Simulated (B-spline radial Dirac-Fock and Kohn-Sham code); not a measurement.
Method: Dirac-Fock energy differences between relaxed states, corrected for Breit and QED terms. Computed with a radial B-spline solver. Free neutral atoms.

Q: Order these X-ray lines by photon energy, lowest first.
A. W Kβ1
B. Tm Kβ1
C. Er Kα1
D. Ir Kβ2''
E. Bi Kα1
F. Ho Kβ1

A: C (49124.8 eV), F (53869.5 eV), B (57502.5 eV), A (67236.1 eV), D (75522.8 eV), E (77103.2 eV).
